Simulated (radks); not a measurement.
Results of a calculation; reference values are marked as such.
Trend from C4+ to Ne4+: ionisation energy by Delta-SCF between NIST ground configurations, and size. Code: a radial shooting solver on a logarithmic mesh with Libxc functionals. Model: Dirac Kohn-Sham, PBE, spin-unpolarised, spherical densities, finite nucleus; open shells fill j = l - 1/2 first; Fermi nuclear charge, rms radius of each element as measured or else 0.836 A^(1/3) + 0.57 fm.

species  configuration  IE (eV)  NIST (eV)       kind   -e(HOMO) (eV)  outermost  <r> outermost (bohr)  r at 0.001 e/bohr^3 (bohr)
C4+               [He]   399.51     392.09     theory  357.73 (1s1/2)      1s1/2                 0.268                        1.06
N4+           [He] 2s1   97.107     97.890       exp.  87.572 (2s1/2)      2s1/2                  1.05                        2.16
O4+           [He] 2s2   114.28     113.90       exp.  102.72 (2s1/2)      2s1/2                 0.931                        2.13
F4+       [He] 2s2 2p1   113.67     114.25  semi-emp.  99.350 (2p1/2)      2s1/2                 0.839                        2.07
Ne4+      [He] 2s2 2p2   124.71     126.25       exp.  109.26 (2p1/2)      2s1/2                 0.764                        2.01

Reference values: NIST Atomic Spectra Database (exp. = measured, semi-emp. = semi-empirical, theory = theoretical value adopted there). Spin polarisation and multiplet splitting are left out, so open shells lie too high by an amount that depends on their filling.

Beside tabulated values, note that spin-unpolarised runs miss the spin-polarisation part of the exchange energy of open shells.
